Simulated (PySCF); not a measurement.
A GIAO shielding run with PySCF 2.14.0 with density-fitted response routines (density fitting, non-relativistic, gas phase) on `InChI=1S/C2H9NO4S2Si/c1-8(4,5)3(10)9(2,6)7/h1-2,10H3`:

```
$ OMP_NUM_THREADS=1 python probes_run.py task.json out

{"job": {"kind": "nmr", "xc": "PBE0", "basis": "pcSseg-1"}, "charge": 0, "multiplicity": 1}
C     -2.136105    -1.170188     0.152658
S     -0.685668    -0.851145    -0.853991
O      0.247891    -1.929533    -0.735758
O     -1.101926    -0.478412    -2.169674
N      0.033756     0.454157    -0.159764
Si    -0.408109     2.138877    -0.309224
S      0.890970     0.123837     1.197622
C      2.443123    -0.575723     0.642506
O      1.138843     1.412163     1.784788
O      0.166045    -0.820491     1.990241
H     -2.612124    -2.063940    -0.232088
H     -1.789463    -1.316194     1.168432
H     -2.791193    -0.313260     0.064843
H     -1.242128     2.122678    -1.508929
H     -1.184049     2.529557     0.868083
H      0.850405     2.852532    -0.505849
H      2.936059     0.171676     0.035158
H      3.030605    -0.812681     1.521553
H      2.203264    -1.464659     0.072260
```

Hardware: 1 thread of an Arm Neoverse V1, shared host. The job also computes population analyses, field gradients.

Task: How large is the calculation?

Result: 106 electrons, 236 basis functions and 1295 auxiliary functions.

Task: How long does it take, and how much memory does it need?

Result: 58 s of wall time, with 15 SCF cycles and 4 response iterations; peak memory 1.1 GiB. Times on a shared host scatter by some tens of per cent.
